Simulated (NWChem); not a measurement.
# C3H10N cation; SMILES C[NH+](C)C

All runs: NWChem. Structure relaxed at the B3LYP/6-31G* (spherical d) level. Level: M05-2X/def2-SVP with SMD (1 M gas to 1 M solution), gas-phase geometry. Reactions with the solvent are ignored.

```
solvent                dielectric constant  solvation free energy (kcal/mol)  cavity-dispersion-structure term (kcal/mol)
---------------------  -------------------  --------------------------------  -------------------------------------------
water                                 78.4                             -59.0                                          4.7
N,N-dimethylformamide                 37.2                             -62.6                                          0.2
1,4-dioxane                           2.21                             -35.2                                          0.0
1-propanol                            20.5                               [?]                                          0.2
ethylene glycol                       40.2                             -60.1                                          2.7
n-hexane                              1.88                             -31.6                                         -1.5
```

### Question
Complete the blanks.

### Answer

- 1-propanol, solvation free energy (kcal/mol): -61.1
